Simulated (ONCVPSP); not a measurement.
Transferability test, ONCV potential for Br

| Quantity | Value |
| --- | --- |
| Element | bromine (Br) |
| Generator | ONCVPSP 4.0.1 |
| Type | optimised norm-conserving Vanderbilt (ONCV) |
| Functional | LDA (Perdew-Zunger) |
| Relativity | scalar-relativistic |
| Frozen core | [Ne] |
| Valence charge | 25 |
| Reference configuration | 3s2 3p6 3d10 4s2 4p4 (charge +1) |
| Partial waves | 3s+4s: rc 0.90 bohr, ncon 4, nbas 9, qcut 11.3 1/bohr, 2 projectors; 3p+4p: rc 0.95 bohr, ncon 4, nbas 6, qcut 11.3 1/bohr, 3 projectors, debl 2.6 Ha; 3d: rc 0.95 bohr, ncon 3, nbas 8, qcut 13.3 1/bohr, 2 projectors, debl 0.3 Ha |
| Local potential | polynomial inside 0.60 bohr (lpopt 3, dvloc0 4 Ha) |
| Core correction | none |

In the d channel the program set the typed energies aside and used -2.874, 0.250 Ha.

Energies are relative to the spin-unpolarised reference configuration 3s2 3p6 3d10 4s2 4p4; without spin polarisation the order of configurations can differ from experiment.

| valence configuration | charge | ΔE all-electron (eV) | error AE − PS (meV) |
| --- | --- | --- | --- |
| 3s2 3p6 3d10 4s2 4p5 | 0 | -12.708 | +2.3 |
| 3s2 3p6 3d10 4s2 4p3 | +2 | 22.944 | -4.2 |
| 3s2 3p6 3d10 4s2 4p2 | +3 | 57.165 | -11 |

What are ΔE and the potential's error for 3s2 3p6 3d10 4s2 4p1?

ΔE = 103.515 eV all-electron; the error (AE − PS) is -21 meV.

Levels in the configuration 3s2 3p6 3d10 4s2 4p5:

```json
{"level": "3s", "all-electron (eV)": "-237.197", "pseudo (eV)": "-237.188"}
{"level": "3p", "all-electron (eV)": "-173.211", "pseudo (eV)": "-173.218"}
{"level": "3d", "all-electron (eV)": "-67.001", "pseudo (eV)": "-67.014"}
{"level": "4s", "all-electron (eV)": "-20.322", "pseudo (eV)": "-20.320"}
{"level": "4p", "all-electron (eV)": "-8.007", "pseudo (eV)": "-8.007"}
```
